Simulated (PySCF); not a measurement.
O$_{4}$Ru, triplet, geometry from GFN2-xTB (such geometries of metal compounds can be far from the true shape) (the multiplicity is a formal guess) (core potentials on Ru); PBE/def2-SVP (PySCF).

The PySCF input:
```python
from pyscf import gto, scf, dft

mol = gto.M(
    atom='''
Ru    0.01430486   -0.02340224   -0.12950598
O     1.17675629    0.70822560   -0.92296003
O     0.49309506   -0.54979544    1.45089418
O    -0.98119096   -1.02816347   -0.84754838
O    -0.76733713    0.99844565    1.03189713
''',
    basis='def2-svp',
    ecp={'Ru': 'def2-svp'},
    spin=2,
    verbose=4,
)

mf = dft.UKS(mol)
mf.xc = 'pbe'
mf.kernel()
```

The log (banner, timings and long lists left out):

```
PySCF version 2.14.0

[INPUT] verbose = 4
[INPUT] num. atoms = 5
[INPUT] num. electrons = 48
[INPUT] charge = 0
[INPUT] spin (= nelec alpha-beta = 2S) = 2
[INPUT] symmetry False subgroup None
[INPUT] Mole.unit = angstrom
[INPUT] Symbol           X                Y                Z      unit          X                Y                Z       unit  Magmom
[INPUT]  1 Ru     0.014304860000  -0.023402240000  -0.129505980000 AA    0.027032267650  -0.044223824301  -0.244730833693 Bohr   0.0
[INPUT]  2 O      1.176756290000   0.708225600000  -0.922960030000 AA    2.223747103459   1.338352418406  -1.744141680620 Bohr   0.0
[INPUT]  3 O      0.493095060000  -0.549795440000   1.450894180000 AA    0.931814616776  -1.038962806135   2.741792635925 Bohr   0.0
[INPUT]  4 O     -0.981190960000  -1.028163470000  -0.847548380000 AA   -1.854182190299  -1.942947369582  -1.601634315519 Bohr   0.0
[INPUT]  5 O     -0.767337130000   0.998445650000   1.031897130000 AA   -1.450057020910   1.886788828763   1.950002964425 Bohr   0.0

nuclear repulsion = 241.256189733457
number of shells = 35
number of NR pGTOs = 153
number of NR cGTOs = 87
basis = def2-svp
ecp = {'Ru': 'def2-svp'}

******** <class 'pyscf.dft.uks.UKS'> ********
method = UKS
initial guess = minao
damping factor = 0
level_shift factor = 0
DIIS = <class 'pyscf.scf.diis.CDIIS'>
diis_start_cycle = 1
diis_space = 8
diis_damp = 0
SCF conv_tol = 1e-09
SCF conv_tol_grad = None
SCF max_cycles = 50
direct_scf = True
direct_scf_tol = 1e-13
number electrons alpha = 25  beta = 23
XC library pyscf.dft.libxc version 7.1.2
    S. Lehtola, C. Steigemann, M. J. T. Oliveira, and M. A. L. Marques,  SoftwareX 7, 1–5 (2018)
XC functionals = pbe
    J. P. Perdew, K. Burke, and M. Ernzerhof,  Phys. Rev. Lett. 77, 3865 (1996)
    J. P. Perdew, K. Burke, and M. Ernzerhof,  Phys. Rev. Lett. 78, 1396 (1997)
    J. P. Perdew, K. Burke, and M. Ernzerhof,  Phys. Rev. Lett. 77, 3865 (1996)
    J. P. Perdew, K. Burke, and M. Ernzerhof,  Phys. Rev. Lett. 78, 1396 (1997)
radial grids:
    Treutler-Ahlrichs [JCP 102, 346 (1995); DOI:10.1063/1.469408] (M4) radial grids

becke partition: Becke, JCP 88, 2547 (1988); DOI:10.1063/1.454033
pruning grids: <function nwchem_prune>
grids dens level: 3
symmetrized grids: False
atomic radii adjust function: <function treutler_atomic_radii_adjust>
small_rho_cutoff = 0
Set gradient conv threshold to 3.16228e-05
tot grids = 78504
init E= -386.494918150303

cycle= 1 E= -394.836704323299  delta_E= -8.34  |g|= 0.973  |ddm|= 2.76

cycle= 2 E= -391.85480363499  delta_E= 2.98  |g|= 2.79  |ddm|= 2.49
cycle= 3 E= -395.060222222772  delta_E= -3.21  |g|= 0.529  |ddm|= 2.34
cycle= 4 E= -395.175620123338  delta_E= -0.115  |g|= 0.0715  |ddm|= 0.523
cycle= 5 E= -395.145973822702  delta_E= 0.0296  |g|= 0.269  |ddm|= 0.241
cycle= 6 E= -395.17781081152  delta_E= -0.0318  |g|= 0.0108  |ddm|= 0.189
cycle= 7 E= -395.177864852421  delta_E= -5.4e-05  |g|= 0.00218  |ddm|= 0.0109
cycle= 8 E= -395.17786694325  delta_E= -2.09e-06  |g|= 0.00111  |ddm|= 0.00302
cycle= 9 E= -395.177867270828  delta_E= -3.28e-07  |g|= 0.00103  |ddm|= 0.00177
cycle= 10 E= -395.177867618668  delta_E= -3.48e-07  |g|= 0.000443  |ddm|= 0.00094
cycle= 11 E= -395.177867635235  delta_E= -1.66e-08  |g|= 0.00046  |ddm|= 0.000693
cycle= 12 E= -395.177867694151  delta_E= -5.89e-08  |g|= 0.000266  |ddm|= 0.00045
cycle= 13 E= -395.177867724721  delta_E= -3.06e-08  |g|= 1.45e-05  |ddm|= 0.000248
cycle= 14 E= -395.177867724816  delta_E= -9.52e-11  |g|= 6.49e-06  |ddm|= 2.22e-05
Extra cycle  E= -395.177867724805  delta_E= 1.15e-11  |g|= 1.02e-05  |ddm|= 1.6e-05
converged SCF energy = -395.177867724805  <S^2> = 2.0084177  2S+1 = 3.0056066
```
